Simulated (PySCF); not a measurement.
CH₈FNSi₂, SMILES C[SiH2][Si@@H](N)F. Atoms are numbered in the order given.

```xyz
13

C      1.9943     0.6382    -1.5571
Si     0.6817    -0.6326    -1.0625
Si    -0.3915     0.0492     0.9042
N     -1.1986     1.5326     0.5615
F     -1.3946    -1.1614     1.3913
H      2.4591     0.3778    -2.5214
H      1.5393     1.6375    -1.6476
H      2.7900     0.6957    -0.7970
H      1.2923    -1.9829    -0.8946
H     -0.3525    -0.7363    -2.1369
H      0.5050     0.3136     2.0598
H     -1.5371     2.1329     1.3106
H     -1.7842     1.6244    -0.2655
```

Geometry optimised at TPSSh-D3(BJ)/def2-SVP. The structure was generated by enumeration; whether it is a known compound was not checked. The values are those of a single conformer.

All values below come from PBE/pcSseg-1 (PySCF).

GIAO shieldings, no solvent; atoms listed in one row are averaged. δ = σ(ref) − σ: ¹³C against TMS (σ = 182.0 ppm); ²⁹Si against TMS (σ = 335.4 ppm); ¹⁵N against NH3 (σ = 267.0 ppm); ¹⁹F against CFCl3 (σ = 133.6 ppm); ¹H against TMS (σ = 31.49 ppm), references at their B3LYP-D3(BJ)/def2-TZVP geometries, non-relativistic.

**Question.** Estimate the chemical shifts. (An estimate is asked for; the answer gives what the named calculation found.)

**Answer.** 
```csv
nucleus,atoms,count,δ (ppm)
¹³C,C1,1,-8.4
²⁹Si,Si3,1,-0.7
²⁹Si,Si2,1,-80.2
¹⁵N,N4,1,53.2
¹⁹F,F5,1,-165.1
¹H,H11,1,5.59
¹H,"H9, H10",2,4.03
¹H,H12,1,2.17
¹H,H13,1,1.67
¹H,"H6, H7, H8",3,0.51
```
